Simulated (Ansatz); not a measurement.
Ansatz (a first-principles code) input (r2SCAN/def2-TZVPD):

Ansatz 0.2 input:
```yaml
crystal:
  periodic: [false, false, false]
  atoms:
    - {symbol: C, position_ang: [-2.24537479, -0.28229455, -0.06670439]}
    - {symbol: C, position_ang: [-0.84159403, 0.30426486, -0.17731920]}
    - {symbol: C, position_ang: [0.23144790, -0.68874790, 0.27351304]}
    - {symbol: C, position_ang: [1.64882144, -0.16850467, 0.18856934]}
    - {symbol: O, position_ang: [2.02266139, 0.88917810, -0.17573353]}
    - {symbol: H, position_ang: [-2.35147988, -1.17592764, -0.68623855]}
    - {symbol: H, position_ang: [-2.99763569, 0.43824060, -0.39181775]}
    - {symbol: H, position_ang: [-2.47751220, -0.56323303, 0.96326976]}
    - {symbol: H, position_ang: [-0.76227173, 1.21106156, 0.42611393]}
    - {symbol: H, position_ang: [-0.63746387, 0.60431956, -1.20736865]}
    - {symbol: H, position_ang: [0.08048568, -1.00596509, 1.31018148]}
    - {symbol: H, position_ang: [0.20478343, -1.61022723, -0.31662476]}
basis:
  gaussian:
    orbitals: def2-TZVPD
hamiltonian:
  xc: {name: r2SCAN}
magnetization: {spin_polarized: true, initial_magnetization: 1}
output: {forces: true}
```

Output:

```
Functional definition: r2SCAN
integrals: 0.16 GiB planned
1237 factors; their error is unknown
mean field: 1.69 GiB planned
mean field evaluation 1: about -6294.5800 eV, gradient 5.2e1 eV
mean field evaluation 2: about -6281.1665 eV, gradient 7.4e1 eV
mean field evaluation 4: about -6306.3871 eV, gradient 8.4e0 eV
mean field evaluation 8: about -6306.6717 eV, gradient 1.7e-1 eV
mean field evaluation 16: about -6306.6197 eV, gradient 7.2e-4 eV
mean field -6306.61967235 eV, -231.7639981784 hartree, gradient 5.4e-5 eV, S^2 0.753922; 0 other end points of the search recorded, 0 dependent functions left out
the calculation of the forces begins
reference -6306.61969438 eV, -231.7639989880 hartree; 20, 19 occupied and 231, 232 virtual orbitals, 1237 factors
Total energy: -6306.61969438 eV, -231.7639989880 hartree
Atom 0 at    -2.245375    -0.282295    -0.066704 Å, force     0.091946     0.011942     0.002590 eV/Å
Atom 1 at    -0.841594     0.304265    -0.177319 Å, force    -0.022197    -0.072419     0.025204 eV/Å
Atom 2 at     0.231448    -0.688748     0.273513 Å, force     0.044182     0.131483    -0.045462 eV/Å
Atom 3 at     1.648821    -0.168505     0.188569 Å, force    -0.197037    -0.250416     0.077960 eV/Å
Atom 4 at     2.022661     0.889178    -0.175734 Å, force     0.072119     0.229493    -0.079733 eV/Å
Atom 5 at    -2.351480    -1.175928    -0.686239 Å, force     0.002248    -0.028015    -0.018839 eV/Å
Atom 6 at    -2.997636     0.438241    -0.391818 Å, force    -0.020857     0.025772    -0.011167 eV/Å
Atom 7 at    -2.477512    -0.563233     0.963270 Å, force    -0.001682    -0.008910     0.032597 eV/Å
Atom 8 at    -0.762272     1.211062     0.426114 Å, force     0.015966     0.048003     0.035452 eV/Å
Atom 9 at    -0.637464     0.604320    -1.207369 Å, force     0.022922     0.014190    -0.055582 eV/Å
Atom 10 at     0.080486    -1.005965     1.310181 Å, force    -0.006866    -0.035681     0.058551 eV/Å
Atom 11 at     0.204783    -1.610227    -0.316625 Å, force    -0.000744    -0.065442    -0.021571 eV/Å
Dipole moment:    -0.509994    -0.254191     0.055450 e Å
```

It need not be the lowest isomer of its formula.
